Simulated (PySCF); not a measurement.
Unknown compound

The spectra below were simulated for a compound C₆H₉N₃Si.

¹H NMR (400 MHz, computed): δ 7.76 (s, 1H), 4.67 (s, 3H), 1.41 (m, 1H), 1.37 (m, 2H), 0.89 (m, 2H).

¹³C{¹H} NMR (computed): δ 149.8, 133.5, 131.3, 16.6 (2C), 15.4.

No relativistic terms, single conformer, isolated molecule, one averaged value for each set of equivalent atoms. σ from GIAO-KT3/pcSseg-1; structure optimised with PBE0-D3(BJ)/def2-SVP; PySCF 2.14.

δ = σ(ref) − σ, references computed at the same level: ¹H (σref 31.32), ¹³C (σref 182.31) vs TMS.

Deduce the structure.

Results:


- Rings plus π bonds: 5 (2 rings in the answer).
- 5 carbon signals for 6 carbons: some carbons are equivalent by symmetry or fast rotation.
- Carbon types of the structure: 2 × C, 2 × CH, 2 × CH2, leaving 3 H on heteroatoms.
- δC 149.8: substituted aromatic carbon next to a ring nitrogen.
- δC 133.5: substituted aromatic carbon.
- δC 131.3: aromatic CH next to a ring nitrogen.
- δC 16.6, 15.4: three-membered-ring carbon; carbons of three-membered rings are unusually shielded.
- δH 7.76: hydrogen on an aromatic CH next to a ring nitrogen; the ring current deshields protons in the ring plane.
- δH 4.67: hydrogen on a silicon bonded to C.
- δH 1.41, 1.37, 0.89: hydrogen on a three-membered-ring carbon; cyclopropane-type protons are shielded by the ring.

These data were computed for SMILES [SiH3]c1nnncc1C1CC1.

The data come from this structure; uniqueness wasn't tested.

Shifts are as computed, not scaled to solution data. Of 1328 compounds with measured shifts, 309 miss one by over three times the rms of a fit or turn the order of signals round; such compounds aren't used in these exercises. Signals without a measured value on file couldn't be tested in this way. Multiplicities follow the n + 1 count of equivalent neighbours, as no J values were calculated; m marks all less simple cases, F and P coupling included.
